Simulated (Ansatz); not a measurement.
Ansatz results at the PBE0-D4/def2-TZVP geometry: size of the dipole moment (B3LYP/def2-TZVPP) 0.79 D; zero-point energy (PBE0-D4/def2-TZVP) 230.3 kJ/mol; HOMO energy (PBE0/def2-TZVPP) -6.84 eV.

Each molecule was computed in one conformer, which needn't be the lowest.

Q: Which molecule gave them?
A. `FC([SiH3])[TeH]`
B. `[AlH2][C]#C[O][SbH2]`
C. `COCSS`
D. `C#C[CH2][GaH][CH3]`

A: D. The others give `[AlH2][C]#C[O][SbH2]`: 4.58, 107.1, -6.93; `FC([SiH3])[TeH]`: 1.36, 133.4, -6.63; `COCSS`: 1.71, 214.6, -7.07.

B3LYP here is the variant with VWN-RPA as its local correlation; programs differ in this.
